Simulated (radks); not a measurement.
Q: The mean radii <r> (bohr) of the occupied orbitals of an atom or ion are listed with their occupations. All-electron calculation, non-relativistic Kohn-Sham, r2SCAN, spin-polarised, spherical densities, point nucleus; meta-GGA in the generalised Kohn-Sham scheme. Program: a radial shooting solver on a logarithmic mesh with Libxc functionals.

orbital  occ.      <r>
1s down     1  0.02076
1s up       1  0.02076
2s up       1  0.08773
2s down     1  0.08773
2p up       3  0.07425
2p down     3  0.07425
3s up       1   0.2229
3s down     1   0.2229
3p up       3   0.2131
3p down     3   0.2131
3d up       5   0.1872
3d down     5   0.1872
4s up       1   0.4982
4s down     1   0.4983
4p up       3   0.5063
4p down     3   0.5064
4d up       5   0.5256
4d down     5   0.5255
5s up       1    1.203
5s down     1    1.196
5p up       3    1.327
5p down     3    1.315
4f up       7   0.6174
4f down     7   0.6138
5d up       2    1.813
5f up       1    5.431

Name the element and its charge. Open shells, if any, are filled with parallel spins first.

A: Z = 73, tantalum, charge +2: Ta2+ in [Xe] 4f14 5d2 5f1. The 1s radius gives Z: for a bare nucleus <r> = 1.5/Z, 0.02055 bohr for Z = 73, and screening makes it slightly larger (0.02076 here). The occupations add up to 71, and the charge is Z minus that.
